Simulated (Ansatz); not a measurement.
Relaxation of a periodic cell of 40 atoms, H27C12N (packed as 1 NH3 + 6 C2H4, density as packed 0.45 g/cm³ with natural masses), to a largest force component of 0.3 eV/Å in at most 15 steps.

The calculation used DFT r2SCAN-D3(BJ), scalar-relativistic, plane waves, PAW in Ansatz. Settings: accuracy low, cutoff 500 eV, k mesh 1x1x1, fermi-dirac smearing 0.02 eV, no spin polarisation.

```xyz
40
Lattice="8.8378 0.0000 0.0000 0.0000 8.8378 0.0000 0.0000 0.0000 8.8378" Properties=species:S:1:pos:R:3:forces:R:3
N 2.471 1.014 2.772 0.03 -0.04 0.01
H 3.047 0.776 1.969 -0.11 0.04 0.10
H 1.607 0.488 2.670 0.24 0.17 -0.04
H 2.222 1.995 2.664 0.05 -0.20 -0.01
C 0.385 0.964 7.155 1.02 0.32 -0.79
C 0.967 0.809 5.964 0.17 0.38 0.58
H -0.556 1.493 7.265 0.09 -0.05 0.00
H 0.828 0.567 8.062 0.02 0.12 -0.31
H 0.524 1.206 5.056 0.02 -0.02 0.00
H 1.908 0.280 5.853 -0.08 0.06 -0.05
C 6.128 7.141 2.143 -0.37 -0.40 -0.02
C 5.250 6.139 2.063 0.32 0.39 -0.02
H 7.126 7.059 1.726 -0.12 -0.07 0.02
H 5.881 8.079 2.629 0.01 -0.06 -0.01
H 5.497 5.201 1.576 0.01 0.04 0.02
H 4.252 6.221 2.480 0.06 0.02 0.00
C 0.542 4.730 5.730 0.19 0.06 -0.54
C 0.992 5.115 4.534 -0.22 -0.11 0.53
H 0.416 5.434 6.546 0.12 -0.11 -0.09
H 0.284 3.697 5.937 0.05 0.08 -0.02
H 1.250 6.148 4.328 0.00 -0.03 0.03
H 1.118 4.411 3.718 -0.01 0.01 0.06
C 4.878 4.712 6.470 0.21 -0.22 -0.42
C 5.456 4.284 5.345 -0.21 0.19 0.45
H 4.562 5.742 6.592 -0.02 -0.18 -0.12
H 4.701 4.047 7.309 -0.01 -0.01 -0.05
H 5.633 4.949 4.507 0.01 0.00 0.08
H 5.773 3.254 5.223 -0.03 0.02 0.04
C 8.247 2.008 1.180 -0.06 -0.57 0.13
C 8.260 0.677 1.077 -0.24 0.62 0.25
H 7.901 2.640 0.370 0.01 -0.03 0.06
H 8.583 2.513 2.080 -0.03 -0.01 -0.04
H 7.925 0.172 0.177 -0.10 -0.01 0.30
H 8.607 0.045 1.887 -0.09 0.05 0.00
C 6.144 7.947 7.054 0.38 -0.15 -0.09
C 7.359 7.704 6.557 -0.75 0.00 -0.16
H 5.568 7.176 7.554 0.14 0.17 0.11
H 5.682 8.926 6.978 0.00 -0.01 -0.05
H 7.821 6.726 6.633 -0.18 0.09 0.00
H 7.935 8.475 6.057 -0.53 -0.61 0.07
```

Task: Where does it end, and by what steps?

Result: The forces met the threshold. The force dipped under the threshold on the way, but the program's further checks kept it going. Limits of this set-up: coarse k mesh, low accuracy level. After 13 steps the energy has fallen by 0.977 eV; H4 moved furthest, 1.29 Å.

```csv
step,energy less start (eV),largest force component (eV/Å),accepted
0,0.0000,1.017,yes
1,-0.3094,0.628,yes
2,-0.5961,0.373,yes
3,-0.7048,0.346,yes
4,-0.7741,0.387,yes
5,-0.7981,1.007,yes
6,-0.8349,0.817,yes
7,-0.8555,0.552,yes
8,-0.9043,0.630,yes
9,-0.9278,0.326,yes
10,-0.9419,0.702,yes
11,-0.9526,0.649,yes
12,-0.9773,0.042,yes
13,-0.9773,0.040,yes
```

```xyz
40
Lattice="8.8378 0.0000 0.0000 0.0000 8.8378 0.0000 0.0000 0.0000 8.8378" Properties=species:S:1:pos:R:3
N 2.770 0.471 2.511
H 3.430 -0.044 1.939
H 2.064 0.840 1.883
H 3.271 1.272 2.876
C 0.800 1.096 6.853
C 1.380 0.836 5.689
H -0.185 1.545 6.914
H 1.283 0.864 7.794
H 0.898 1.061 4.745
H 2.359 0.379 5.618
C 5.766 6.983 2.389
C 4.728 6.159 2.337
H 6.660 6.810 1.802
H 5.764 7.858 3.028
H 4.735 5.281 1.702
H 3.839 6.330 2.933
C 0.861 5.272 5.436
C 1.080 5.872 4.274
H 0.757 5.841 6.352
H 0.786 4.194 5.519
H 1.176 6.950 4.195
H 1.186 5.305 3.357
C 4.747 4.088 6.182
C 5.783 3.729 5.437
H 4.440 5.124 6.263
H 4.158 3.362 6.730
H 6.362 4.457 4.880
H 6.086 2.692 5.346
C 8.138 2.132 1.641
C 8.130 0.808 1.572
H 7.840 2.746 0.799
H 8.436 2.656 2.542
H 7.829 0.288 0.670
H 8.429 0.194 2.414
C 5.833 8.272 7.274
C 6.627 7.567 6.480
H 5.278 7.806 8.081
H 5.710 9.342 7.155
H 6.747 6.497 6.599
H 7.193 8.029 5.680
```

Whether the end is a true minimum wasn't checked by a vibrational analysis.

The run took 5 min on 1 thread of Intel(R) Xeon(R) Platinum 8488C (Sapphire Rapids) (shared host), peak memory 1.4 GiB.
